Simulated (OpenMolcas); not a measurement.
Ru3+ with 6 ligands (fluoride) in octahedral coordination (Oh). A charge of +0.5 e stands 2.6 Å behind each ligand. Ligand basis ANO-RCC-VDZP.

```json
{
 "Program": "OpenMolcas 26.06",
 "Method": "SS-CASPT2, IPEA 0.25 Eh, imaginary shift 0.1 Eh (closed shells correlated: 4s 4p and the ligand valence shells)",
 "Basis": "ANO-RCC-VDZP [6s5p3d1f]",
 "Scalar Hamiltonian": "DKH2, point nucleus",
 "Active space": "5 electrons in 5 orbitals (4d)",
 "State averaging": "2S+1 = 6 even, 1 root; 2S+1 = 4 even, 24 roots; 2S+1 = 2 even, 75 roots",
 "Spin-orbit coupling": "state interaction with AMFI integrals over the reference wave functions"
}
```

All ligands move together. At R = 1.99 Å |10Dq| is 22033 cm-1, and at R = 2.07 Å it is 18404 cm-1.

Task: A third run gives 25370 cm-1. What distance was it run at?

Result: With a power law R^-n the two known points give n = -ln(18404 / 22033) / ln(2.07 / 1.99) = 4.57. Then R = 1.99 × (22033 / 25370)^(1/4.57) = 1.930 Å. The run was at 1.93 Å, so the estimate is off by 0 Å.

Roots that are degenerate in the reference are averaged as groups; the widest CASPT2 spread within a group is 270 cm-1 (the 3-fold group of multiplicity 2 near 43700 cm-1 above the lowest state of its run, R = 1.99). Shifts and gaps below about the spread of the groups concerned are not significant. Over all roots computed the reference weight is 0.70 to 0.71 in R = 1.93, 0.70 to 0.71 in R = 1.99, 0.69 to 0.71 in R = 2.07; a low but even weight reflects the number of correlated electrons. An orbital triplet at a regular site is open to Jahn-Teller coupling, which can distort the site and quench the lowest spin-orbit gaps and is left out. Ligand-to-metal charge-transfer states are missing. With no ligand orbital active B as a rule stays too high, so bands that hang on it stand too high and its fall with covalency is understated. With one d shell and no ligand orbital active, 10Dq can be off by a tenth or more. The least metal-like active orbital is 81 % on the metal (Löwdin) and no ligand orbital is active, so the numbers are rough (holds for R = 1.93). This shell can be high or low spin here, a state of another spin lies low, and with metal d orbitals alone active their balance is uncertain, so the ground spin may be wrong, although the usual error favours high spin (holds for R = 1.99; R = 2.07). The least metal-like active orbital is 82 % on the metal (Löwdin) and no ligand orbital is active, so the numbers are rough (holds for R = 1.99). No measured value stands beside these numbers; the geometry was imposed, not optimised, and the real ion may take another.
